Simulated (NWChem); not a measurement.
Species: C4H4O2; SMILES C1(=O)C(=C)OC1

```xyz
10

C      1.0981     1.7000     0.0000
C      0.2155     0.7021     0.0000
O     -1.1751     0.7412     0.0000
C     -1.3020    -0.7139     0.0000
C      0.2398    -0.7957     0.0000
O      1.0687    -1.6655     0.0000
H      0.7914     2.7402     0.0000
H      2.1563     1.4655     0.0000
H     -1.8025    -1.0829    -0.9008
H     -1.8025    -1.0829     0.9008
```
Atoms are numbered in this order, from 1.

All runs: NWChem. The geometry was optimised at B3LYP/6-31G* (spherical d).

Task: Estimate the computed values for B3LYP/def2-SVP. Quantities: highest occupied level (eV); orbital gap (eV); dipole (D).

Result: 
| Property | Result |
|---|---|
| highest occupied level (eV) | -6.96 |
| orbital gap (eV) | 4.88 |
| dipole (D) | 1.10 |
